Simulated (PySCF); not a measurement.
Record of a relaxation.

Species: C2HBrF2O.
Bonds: O1–C2 (double), C2–Br3, C2–C4, C4–F5, C4–F6. Hydrogens: H7 on C4.

Computed by this run: PBE0-D3(BJ)/def2-SVP geometry optimisation, gas phase in PySCF; density fitting, grid level 1; the optimiser is geomeTRIC in internal coordinates, started from a GFN2-xTB structure with every atom displaced at random (about 0.01 Å). The frame can shift and turn from step to step; on so coarse a grid that alone can change the energy by a few meV, and forces under 0.02 eV/Å are noise.

Step 0: E = -79583.3499 eV, largest atomic force 2.655 eV/Å
```
atom  x, y, z in Å  |  force x, y, z in eV/Å
O1      1.129    1.485    0.306   -0.148   1.140   0.431
C2      0.753    0.432   -0.029    0.917  -0.740  -0.214
Br3     1.938   -0.835   -0.850    0.298  -0.342  -0.268
C4     -0.620   -0.145    0.054   -2.599  -0.346   0.422
F5     -1.437    0.627    0.810    0.644   0.128  -0.267
F6     -0.638   -1.368    0.608    0.499   0.039  -0.102
H7     -1.091   -0.226   -0.950    0.389   0.122  -0.001
```

Step 1: E = -79583.4080 eV, largest atomic force 1.384 eV/Å
```
atom  x, y, z in Å  |  force x, y, z in eV/Å
O1      1.185    1.387    0.242    0.205  -0.138  -0.090
C2      0.806    0.325   -0.097   -0.435   0.066   0.030
Br3     1.923   -1.008   -0.935   -0.032  -0.029   0.023
C4     -0.681   -0.127    0.055    1.305   0.456  -0.059
F5     -1.288    0.890    0.657   -0.532  -0.191   0.145
F6     -0.718   -1.228    0.809   -0.257  -0.027   0.019
H7     -1.109   -0.312   -0.940   -0.255  -0.137  -0.068
```

Step 2: E = -79583.4378 eV, largest atomic force 0.311 eV/Å
```
atom  x, y, z in Å  |  force x, y, z in eV/Å
O1      1.243    1.391    0.221   -0.126   0.076   0.012
C2      0.815    0.343   -0.102   -0.249   0.013   0.186
Br3     1.914   -1.013   -0.923   -0.079  -0.121  -0.043
C4     -0.663   -0.107    0.060    0.068  -0.032  -0.263
F5     -1.359    0.851    0.670    0.149   0.150   0.052
F6     -0.717   -1.223    0.792    0.136  -0.147   0.146
H7     -1.115   -0.314   -0.927    0.103   0.062  -0.091
```

Step 3: E = -79583.4462 eV, largest atomic force 0.319 eV/Å
```
atom  x, y, z in Å  |  force x, y, z in eV/Å
O1      1.218    1.405    0.227    0.130  -0.068  -0.072
C2      0.812    0.348   -0.095   -0.296   0.058   0.104
Br3     1.875   -1.037   -0.921    0.090   0.032  -0.011
C4     -0.653   -0.107    0.056   -0.020  -0.031  -0.086
F5     -1.347    0.852    0.671    0.050   0.051  -0.002
F6     -0.695   -1.224    0.792    0.013  -0.077   0.054
H7     -1.093   -0.310   -0.939    0.033   0.036   0.013
```

Step 4: E = -79583.4480 eV, largest atomic force 0.120 eV/Å
```
atom  x, y, z in Å  |  force x, y, z in eV/Å
O1      1.224    1.396    0.220   -0.055   0.004   0.028
C2      0.801    0.343   -0.092    0.093   0.040  -0.060
Br3     1.885   -1.028   -0.921    0.003  -0.056  -0.010
C4     -0.660   -0.110    0.056    0.098   0.032   0.061
F5     -1.337    0.859    0.673   -0.059  -0.033  -0.009
F6     -0.701   -1.227    0.797   -0.051   0.030  -0.050
H7     -1.094   -0.306   -0.942   -0.030  -0.016   0.041
```

Step 5: E = -79583.4491 eV, largest atomic force 0.024 eV/Å
```
atom  x, y, z in Å  |  force x, y, z in eV/Å
O1      1.224    1.398    0.219   -0.007  -0.011  -0.013
C2      0.805    0.345   -0.095    0.002   0.011   0.021
Br3     1.885   -1.034   -0.919   -0.001  -0.005  -0.001
C4     -0.657   -0.108    0.057    0.009  -0.008  -0.006
F5     -1.340    0.858    0.673    0.000   0.001   0.008
F6     -0.703   -1.227    0.793   -0.001   0.012  -0.006
H7     -1.096   -0.305   -0.938   -0.002   0.001  -0.003
```

Step 6: E = -79583.4491 eV, largest atomic force under 0.02 eV/Å
```
atom  x, y, z in Å  |  force x, y, z in eV/Å
O1      1.225    1.398    0.217    0.001  -0.004  -0.005
C2      0.805    0.344   -0.094   -0.002   0.006   0.000
Br3     1.884   -1.037   -0.918    0.001  -0.003   0.003
C4     -0.657   -0.107    0.057   -0.001  -0.008   0.004
F5     -1.339    0.859    0.674    0.002   0.004   0.001
F6     -0.704   -1.226    0.793   -0.001  -0.001  -0.002
H7     -1.097   -0.303   -0.938    0.001   0.006  -0.002
```

Question: Summarise the path.

Answer: The energy falls by 2.29 kcal/mol from step 0 to step 6; nine tenths of that is first reached at step 3. It falls at every step. The largest force goes from 2.655 to under 0.02 eV/Å. Among the bonds C2–C4 changes most, from 1.491 to 1.538 Å; the atoms move by 0.078 Å rms after alignment.

Question: Follow the three bonds and two angles with the largest change from start to end.

Answer: 
```
step  E above end (kcal/mol)  largest force (eV/Å)  C2–C4 (Å)  C4–F5 (Å)  C2–Br3 (Å)  O1–C2–C4 (°)  C2–C4–F6 (°)
   0                    2.29                 2.655      1.491      1.355       1.920         129.1         112.8
   1                    0.95                 1.384      1.562      1.329       1.930         122.6         108.7
   2                    0.26                 0.311      1.554      1.332       1.929         125.1         109.8
   3                    0.07                 0.319      1.542      1.333       1.932         124.5         109.3
   4                    0.03                 0.120      1.537      1.334       1.934         125.4         109.1
   5                    0.00                 0.024      1.538      1.334       1.935         125.1         109.4
   6                    0.00            under 0.02      1.538      1.334       1.936         125.2         109.4
```

What follows is the cost of the whole optimisation. On one thread of an Arm Neoverse V1, on a shared host, this took 30 s and 0.44 GiB of memory at its peak.
